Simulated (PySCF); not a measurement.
C7H13FO2.
Atom-mapped SMILES: `[CH3:1][CH2:2][O:3]/[C:4]([O:5][CH3:6])=[C:7](/[CH3:8])[CH2:9][F:10]` (hydrogens: H11, H12, H13 on C1; H14, H15 on C2; H16, H17, H18 on C6; H19, H20, H21 on C8; H22, H23 on C9)

The same species was optimised twice, with GFN2-xTB and with PBE0-D3(BJ)/def2-SVP (PySCF), and the same property calculations (PySCF, gas phase) were run on both structures.

| coordinate | GFN2-xTB | PBE0-D3(BJ)/def2-SVP | change |
| --- | --- | --- | --- |
| C4–O5 (Å) | 1.370 | 1.351 | -0.019 |
| O3–C4 (Å) | 1.369 | 1.352 | -0.017 |
| C1–C2 (Å) | 1.523 | 1.512 | -0.011 |
| C7–C9 (Å) | 1.499 | 1.489 | -0.010 |
| C4=C7 (Å) | 1.336 | 1.346 | +0.010 |
| O5–C6 (Å) | 1.418 | 1.412 | -0.006 |
| C9–F10 (Å) | 1.385 | 1.390 | +0.005 |
| C7–C8 (Å) | 1.498 | 1.496 | -0.002 |
| C2–O3 (Å) | 1.430 | 1.430 | 0.000 |
| O3–C4–O5 (°) | 116.5 | 115.2 | -1.3 |
| C8–C7–C9 (°) | 116.4 | 117.5 | +1.1 |
| O3–C4–C7 (°) | 122.4 | 123.3 | +0.9 |
| C4–C7–C9 (°) | 120.8 | 120.0 | -0.8 |
| C4–O5–C6 (°) | 115.9 | 116.5 | +0.6 |
| O5–C4–C7 (°) | 121.1 | 121.5 | +0.4 |
| C2–O3–C4 (°) | 114.7 | 115.0 | +0.3 |
| C4–C7–C8 (°) | 122.7 | 122.4 | -0.3 |
| C1–C2–O3–C4 (°) | -80 | -85 | -5 |
| C2–O3–C4–O5 (°) | -65 | -69 | -4 |
| O3–C4–O5–C6 (°) | -48 | -45 | +3 |
| C4–C7–C9–F10 (°) | -107 | -107 | 0 |

Rotational constants: A = 1494, B = 1112, C = 718.9 MHz (GFN2-xTB) against A = 1505, B = 1127, C = 719.7 MHz (PBE0-D3(BJ)/def2-SVP). Point groups within 0.08 Å: C1 and C1.

On the GFN2-xTB structure: HOMO (eV) -6.52 [PBE0/pcSseg-1]; LUMO (eV) 0.60 [PBE0/pcSseg-1]; dipole (D) 2.70 [PBE0/pcSseg-1]; GIAO shielding of C1 (ppm) 171.3 [PBE0/pcSseg-1]; GIAO shielding of C2 (ppm) 120.5 [PBE0/pcSseg-1]; GIAO shielding of O3 (ppm) 233.6 [PBE0/pcSseg-1]; GIAO shielding of C4 (ppm) 22.9 [PBE0/pcSseg-1]; GIAO shielding of O5 (ppm) 251.0 [PBE0/pcSseg-1]; GIAO shielding of C6 (ppm) 130.7 [PBE0/pcSseg-1]; GIAO shielding of C7 (ppm) 78.5 [PBE0/pcSseg-1]; GIAO shielding of C8 (ppm) 171.7 [PBE0/pcSseg-1].

What do these properties become on the PBE0-D3(BJ)/def2-SVP structure?

```tsv
property	level	on GFN2-xTB	on PBE0-D3(BJ)/def2-SVP	change
HOMO (eV)	PBE0/pcSseg-1	-6.52	-6.45	+0.07
LUMO (eV)	PBE0/pcSseg-1	0.60	0.56	-0.04
dipole (D)	PBE0/pcSseg-1	2.70	2.68	-0.02
energy, GFN2-xTB geometry as zero (kcal/mol)	PBE0/pcSseg-1	0.0	-0.6	-0.6
GIAO shielding of C1 (ppm)	PBE0/pcSseg-1	171.3	169.8	-1.5
GIAO shielding of C2 (ppm)	PBE0/pcSseg-1	120.5	119.3	-1.2
GIAO shielding of O3 (ppm)	PBE0/pcSseg-1	233.6	234.6	+1.0
GIAO shielding of C4 (ppm)	PBE0/pcSseg-1	22.9	22.9	0.0
GIAO shielding of O5 (ppm)	PBE0/pcSseg-1	251.0	249.7	-1.3
GIAO shielding of C6 (ppm)	PBE0/pcSseg-1	130.7	129.2	-1.5
GIAO shielding of C7 (ppm)	PBE0/pcSseg-1	78.5	80.3	+1.8
GIAO shielding of C8 (ppm)	PBE0/pcSseg-1	171.7	170.0	-1.7
```

The heavy atoms differ by 0.065 Å rms after alignment. Among bonds between heavy atoms C4–O5 changes most (-0.019 Å). Changes are differences of the printed values. Neither structure is proved a minimum here.

Conformer computed: `[CH3:1][CH2:2][O:3]/[C:4]([O:5][CH3:6])=[C:7](/[CH3:8])[CH2:9][F:10]`: C1–C2–O3–C4 -85°, C2–O3–C4–O5 -69°, O3–C4–O5–C6 -45°, C4–C7–C9–F10 -107°.
